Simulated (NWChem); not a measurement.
Species: H4PO4 cation; SMILES OP(O)(O)=[OH+]

```xyz
9

O     -0.2705    -1.3025    -0.8245
P      0.0000     0.0000     0.0000
O      1.3025    -0.2705     0.8245
O      0.2705     1.3025    -0.8245
O     -1.3025     0.2705     0.8245
H     -1.1407    -1.4120    -1.2569
H      1.4120    -1.1407     1.2569
H      1.1407     1.4120    -1.2569
H     -1.4120     1.1407     1.2569
```
Atoms are numbered in this order, from 1.

Geometry: optimised at B3LYP/6-31G* (spherical d).

**Question.** Give the principal values of the shielding tensors (ppm) of O1, P2 from Hartree-Fock/6-31G* (spherical d), GIAO (NWChem), with their diamagnetic and paramagnetic parts as GIAO splits them.

**Answer.** 
| atom | σ11 | σ22 | σ33 | isotropic | diamagnetic | paramagnetic |
|---|---|---|---|---|---|---|
| O1 | 233.1 | 247.3 | 319.4 | 266.6 | 395.5 | -128.9 |
| P2 | 405.3 | 405.3 | 432.9 | 414.5 | 962.5 | -548.0 |
